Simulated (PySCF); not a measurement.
Level of theory: PBE-D3(BJ)/def2-TZVP // r2SCAN-D4/def2-SVP run with PySCF. All species are isolated molecules in the gas phase. One relaxed conformer stands for a flexible species; it need not be the lowest. 

Reference species: [Mo(Cl)5(OH)] (neutral, multiplicity 1).

The LUMO is -6.10 eV and the charge on the central atom (Mulliken) is 0.83 e.

Changed species: [Mo(Cl)6] (0 of 6 Cl replaced by OH; the reference has 1 of 6 Cl replaced by OH).

Predict the effect on the LUMO and charge on the central atom (Mulliken).

the LUMO decreases by 0.16 eV, to -6.26 eV; the charge on the central atom (Mulliken) falls by 0.14 e, to 0.69 e.
